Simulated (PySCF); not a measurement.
Species: C₃H₁₀SSi.
Numbering: `[CH3:1][CH2:2][CH2:3][S:4][SiH3:5]` (hydrogens: H6, H7, H8 on C1; H9, H10 on C2; H11, H12 on C3; H13, H14, H15 on Si5)

Level: PBE0/def2-SVPD in PySCF, non-relativistic, on one gas-phase PBE0-D3(BJ)/def2-SVP geometry that isn't relaxed in the solvent. The solvent is an IEF-PCM continuum (Bondi radii, 1.10 Å for H, scaled by 1.2). The model holds no explicit solvent molecules, cavitation or dispersion.

Gas phase at PBE0/def2-SVPD: HOMO -6.92 eV, LUMO 0.12 eV, dipole 1.68 D.

Q: What does the continuum do to the energy, the frontier levels and the dipole at PBE0/def2-SVPD in cyclohexane and chloroform?

A: 
| solvent | ε | E(solvent) − E(gas) (kJ/mol) | polarisation term (kJ/mol) | distortion of the solute (kJ/mol) | HOMO (eV) | LUMO (eV) | dipole (D) |
| --- | --- | --- | --- | --- | --- | --- | --- |
| cyclohexane | 2.017 | -3.60 | -3.87 | 0.27 | -6.93 | 0.15 | 1.94 |
| chloroform | 4.711 | -6.72 | -7.74 | 1.02 | -6.96 | 0.16 | 2.19 |

The polarisation term is half the interaction of the solute with the surface charges that it induces; the rest is the cost of distorting the solute's density. The sum is the electrostatic part of solvation alone. From cyclohexane to chloroform the lowering changes by a factor 1.87, Onsager's factor (ε − 1)/(2ε + 1) by 1.76 and ε itself by 2.3.

Q: Which radius a makes the point-dipole formula ΔE = −[(ε − 1)/(2ε + 1)]·μ²/a³ give the value in chloroform, with the gas-phase dipole?

A: μ = 0.660 au and |ΔE| = 0.00256 Eh give a = 2.08 Å; the farthest nucleus lies 3.79 Å from the centroid of the nuclei, so such a sphere wouldn't even hold the nuclei. The formula assumes a rigid point dipole at the centre of a sphere.

Q: How does the static polarisability (PBE0/def2-SVPD, frozen core, with the continuum's full static response) change?

A: 
```json
{"medium": "gas", "isotropic (au)": "87.4", "principal values (au)": "78.0, 82.6, 101.6", "⟨r²⟩ of the electrons (bohr²)": "885.6"}
{"medium": "cyclohexane", "isotropic (au)": "98.9", "principal values (au)": "88.6, 94.4, 113.7", "⟨r²⟩ of the electrons (bohr²)": "885.5"}
{"medium": "chloroform", "isotropic (au)": "110.1", "principal values (au)": "99.6, 106.4, 124.3", "⟨r²⟩ of the electrons (bohr²)": "885.4"}
```

The isotropic value in chloroform is 1.26 times the gas-phase one; no cavity-field correction is applied. ⟨r²⟩ is taken about the centre of nuclear charge.

Shape of the structure used: `[CH3:1][CH2:2][CH2:3][S:4][SiH3:5]`: C1–C2–C3–S4 60°, C2–C3–S4–Si5 68°.
